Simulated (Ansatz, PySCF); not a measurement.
C5H5F, SMILES C#C[C@H](F)C=C.

Coordinates come from a PBE0-D3(BJ)/def2-SVP optimisation. The structure was generated by enumeration; whether it is a known compound was not checked. Other conformers were not sampled.

Vertical ionisation energy (IE) and electron affinity (EA) in eV. Rows of orbital energies are one-electron estimates. Where ΔSCF, EOM or ADC give a negative EA the extra electron is unbound and the value depends on the basis.

```json
[
 {"level": "−ε(HOMO), −ε(LUMO), r2SCAN/def2-TZVP (PySCF)", "IE": "…", "EA": "…"},
 {"level": "−ε(HOMO), −ε(LUMO), PBE/def2-TZVP (PySCF)", "IE": "6.74", "EA": "1.22"},
 {"level": "ΔSCF, CAM-B3LYP/def2-SVPD (Ansatz), final states of multiplicity 2 and 2", "IE": "10.22", "EA": "-1.66"},
 {"level": "ΔSCF, PBE/def2-SVPD (Ansatz), final states of multiplicity 2 and 2", "IE": "9.79", "EA": "-1.30"}
]
```

### Question
Some entries are withheld; supply them. (The exact figures need the calculation; the answer reports its results.)

### Answer

- −ε(HOMO), −ε(LUMO), r2SCAN/def2-TZVP (PySCF), IE: 6.96
- −ε(HOMO), −ε(LUMO), r2SCAN/def2-TZVP (PySCF), EA: 0.99

### Question
What vertical singlet–triplet gap does ΔSCF give with CAM-B3LYP/def2-SVPD (Ansatz, a first-principles code) and with PBE/def2-SVPD (Ansatz)? (An estimate is asked for; the answer gives what the named calculation found.)

### Answer
4.42 and 4.49 eV (triplet above singlet where positive).
